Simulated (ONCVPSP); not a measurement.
**Plane-wave convergence, ONCV potential for Mg**

Mg, optimised norm-conserving Vanderbilt (ONCV), made with ONCVPSP 4.0.1 (PBE, scalar-relativistic). Core [He], reference 2s2 2p6 3s2. Waves: 2s+3s: rc 1.05 bohr, ncon 4, nbas 8, qcut 10.8 1/bohr, 2 projectors; 2p: rc 1.00 bohr, ncon 3, nbas 7, qcut 11 1/bohr, 2 projectors, debl 2.8 Ha. Local part: polynomial inside 0.90 bohr (lpopt 2, dvloc0 0 Ha). Core correction: Teter function fitted to the true core (icmod 2), fcfact 0.2.

Problem. For each optimised wave give the share of its norm inside rc, the residual kinetic energy above qcut (Ha) and the cutoffs (Ha) for errors of 10, 1, 0.1 and 0.01 mHa per electron.

Solution.

```csv
wave,norm inside rc,residual KE,10 mHa,1 mHa,0.1 mHa,0.01 mHa
2s,0.877,2.6e-06,14.8,29.1,44.1,52.9
3s,0.023,7.2e-07,9.3,14.5,36.2,48.6
2p,0.830,2.8e-04,46.3,55.2,117.7,not reached
p projector 2,0.037,1.3e-04,39.4,51.5,62.2,140.9
```

The occupied waves need 55 Ha and 118 Ha for 1 and 0.1 mHa.
